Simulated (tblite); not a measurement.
C5H11O2 (doublet state).
Atom-mapped SMILES: `[CH2:1][CH2:2][O:3][CH2:4][O:5][CH2:6][CH3:7]` (hydrogens: H8, H9 on C1; H10, H11 on C2; H12, H13 on C4; H14, H15 on C6; H16, H17, H18 on C7)

Cartesian coordinates in Å at the GFN2-xTB level; atoms count from 1:
```xyz
18
C5H11O2 angstrom
C     -2.169    2.083   -0.631
C     -1.782    0.689   -0.393
O     -1.175    0.553    0.879
C     -0.723   -0.736    1.149
O      0.322   -1.158    0.333
C      1.535   -0.445    0.535
C      2.580   -0.986   -0.425
H     -1.907    2.835    0.083
H     -2.731    2.334   -1.507
H     -1.082    0.330   -1.174
H     -2.662    0.015   -0.455
H     -0.422   -0.717    2.208
H     -1.524   -1.478    0.999
H      1.861   -0.579    1.578
H      1.368    0.626    0.364
H      2.242   -0.868   -1.451
H      3.515   -0.449   -0.293
H      2.746   -2.043   -0.236
```

All values are computed: GFN2-xTB (tblite) harmonic vibrations without scaling, gas phase. Errors from tens to a few hundred cm⁻¹ against measured bands are possible. One conformer, not necessarily the lowest. Open shells enter through the occupations alone, without spin polarisation, and single modes of such species can be off by tens of per cent.

Harmonic wavenumbers (cm⁻¹): 41.7, 64.1, 93.1, 142.6, 160.3, 206.4, 233.1, 317.5, 343.3, 386.9, 468.7, 625.5, 836.0, 841.9, 884.9, 907.7, 1019.4, 1042.0, 1055.2, 1094.8, 1106.8, 1151.9, 1154.5, 1165.9, 1166.5, 1249.8, 1266.5, 1315.4, 1342.8, 1345.2, 1363.8, 1400.9, 1440.3, 1442.8, 1475.2, 1491.7, 1494.6, 2695.4, 2767.0, 2860.3, 2864.0, 2875.6, 2903.5, 3047.9, 3049.8, 3053.8, 3156.7, 3215.4.

A = 5168, B = 1305, C = 1158 MHz; mass 103.076 u (most abundant isotopes); point group C1, symmetry number 1; spin multiplicity 2.

**Question.** What is the zero-point energy?

**Answer.** Half the sum of the wavenumbers: 32815 cm⁻¹ = 93.82 kcal/mol.

**Question.** What is S at 273.15 K and 1 bar for an ideal gas of classical rigid rotors and harmonic oscillators?

**Answer.** Translation 39.40, rotation 27.85, vibration 26.24, spin (R ln 2) 1.38: S = 94.9 cal/(mol K).

**Question.** And Cp and H(273.15 K) − H(0)?

**Answer.** Cp = 32.28 cal/(mol K), of which vibrations give 24.33 (their classical limit is 48 R = 95.4); H(273.15 K) − H(0) = 5.81 kcal/mol without the zero-point energy, 3.63 from vibrations.

**Question.** Which modes carry the vibrational entropy at 273.15 K?

**Answer.** 41.7 cm⁻¹: 5.00; 64.1 cm⁻¹: 4.15; 93.1 cm⁻¹: 3.42; 142.6 cm⁻¹: 2.60; 160.3 cm⁻¹: 2.38; 206.4 cm⁻¹: 1.92 cal/(mol K); the other 42 give 6.76 together.

**Question.** How do the functions run with temperature in this model?

**Answer.** 
```
 T (K)  S (cal/(mol K))  Cp (cal/(mol K))  H − H(0) (kcal/mol)  G − H(0) (kcal/mol)  ln q(vib)
   150             78.6              23.2                 2.41                -9.38       3.34
   250             92.1              30.4                 5.08               -17.94       5.94
298.15             97.8              34.4                 6.64               -22.52       7.12
   400            109.1              43.2                10.59               -33.06       9.53
   600            129.5              57.8                20.76               -56.97      14.09
   900            156.0              72.5                40.50               -99.92      20.56
```

q(vib) and H(0) count from the zero-point level.

Hindered rotation and anharmonicity are outside this model. Other conformers, if any are populated, would add a mixing term that is left out. The structure is chiral; the term R ln 2 for an equal mix with its mirror image is left out.
